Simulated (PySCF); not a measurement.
# Bromine: a sound run and one with changed settings

Sound run: Br⁺ [Ar] 3d10 4s2 4p4, Br²⁺ [Ar] 3d10 4s2 4p3. Computed with PySCF 2.14 in jorge-DZP-DKH, with scalar relativity by spin-free X2C-1e. In the sound run the correlated levels freeze [Ar] 3d10. The sound run starts from symmetry-adapted Hartree-Fock orbitals and uses a fine grid where one is needed.

Changed run: basis STO-3G, all-electron and non-relativistic. This setting is unsound on purpose.

```csv
species,method,sound run (hartree),changed run (hartree),converged
Br⁺,UHF,-2603.87640,-2544.32459,yes
Br⁺,TPSS,-2605.54781,-2545.51395,yes
Br⁺,PBE,-2605.28838,-2545.14680,yes
Br⁺,MP2,-2603.90941,-2544.32459,yes
Br²⁺,UHF,-2603.13296,-2543.59590,yes
Br²⁺,TPSS,-2604.76189,-2544.73400,yes
Br²⁺,PBE,-2604.50311,-2544.36677,yes
Br²⁺,MP2,-2603.16004,-2543.59590,yes
```

Ionisation energy of Br⁺:

```tsv
method	sound run (eV)	changed run (eV)
UHF	20.230	19.828
TPSS	21.386	21.224
PBE	21.368	21.226
MP2	20.391	19.828
SCS-MP2	20.399	19.828
```

A minimal basis cannot let orbitals breathe on ionisation and holds almost no correlation. The Hamiltonian changed with the basis, so the totals do not compare.

For comparison, NIST gives 21.591 eV between the lowest levels.
